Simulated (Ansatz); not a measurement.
`C=N[CH2][GeH3]`, charge 0, multiplicity 1.

Question: Give a relaxed structure at PBE0-D4/def2-TZVP (Ansatz 0.2.0). (Estimate.)

Answer: Ansatz gave: 
Z-matrix (Å, degrees):
```
C
N 1 1.432
Ge 1 1.975 2 109.2
H 1 1.093 2 109.3 3 -116.1
H 1 1.101 2 113.9 3 122.1
C 2 1.260 1 118.6 3 -110.4
H 3 1.535 1 110.1 2 -58.2
H 3 1.538 1 108.8 2 62.1
H 3 1.540 1 109.1 2 -178.6
H 6 1.089 2 119.3 1 178.5
H 6 1.099 2 123.2 1 -1.6
```
This is one stationary point; other conformers may exist.
